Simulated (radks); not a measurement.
Question: The silicon ion Si11+ is in [He] 2s1. All-electron calculation, scalar-relativistic Kohn-Sham, BLYP, spin-polarised, spherical densities, finite nucleus; Fermi nuclear charge, rms radius of each element as measured or else 0.836 A^(1/3) + 0.57 fm. Program: a radial shooting solver on a logarithmic mesh with Libxc functionals. Open shells are filled with parallel spins first. One electron is removed from 1s, 2s in turn, with full relaxation. Which removal costs least, and what does each cost?

Answer: 2s 525.12 eV; 1s 2364.4 eV. The 2s electron leaves first.
